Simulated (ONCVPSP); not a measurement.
## Cl: excitation energies, all-electron against ONCV

```json
{
  "Element": "chlorine",
  "Generator": "ONCVPSP 4.0.1",
  "Type": "optimised norm-conserving Vanderbilt (ONCV)",
  "Functional": "BLYP",
  "Relativity": "scalar-relativistic",
  "Frozen core": "[Ne]",
  "Valence charge": "7",
  "Reference configuration": "3s2 3p4 (charge +1)",
  "Partial waves": "3s: rc 1.25 bohr, ncon 3, nbas 8, qcut 4.8 1/bohr, 2 projectors, debl 1.4 Ha; 3p: rc 1.05 bohr, ncon 5, nbas 9, qcut 7 1/bohr, 2 projectors, debl 1.7 Ha",
  "Local potential": "polynomial inside 0.75 bohr (lpopt 3, dvloc0 -1 Ha)",
  "Core correction": "none"
}
```

Energies are relative to the spin-unpolarised reference configuration 3s2 3p4; without spin polarisation the order of configurations can differ from experiment.

Question: Give the all-electron excitation energy and the error of the potential for: 3s2 3p5; 3s2 3p3; 3s2 3p2; 3s1 3p5.

Answer:

```
valence configuration  charge  ΔE all-electron (eV)  error AE − PS (meV)
              3s2 3p5       0               -13.730                 +2.8
              3s2 3p3      +2                25.297                 +5.1
              3s2 3p2      +3                63.469                  +41
              3s1 3p5      +1                12.691                 +5.5
```

Note: ghosts flagged at negative energy: p at -155.0 eV; GHOST(+) flagged for s at 117.8 eV. A true bound ghost makes a file unfit for plane-wave use.
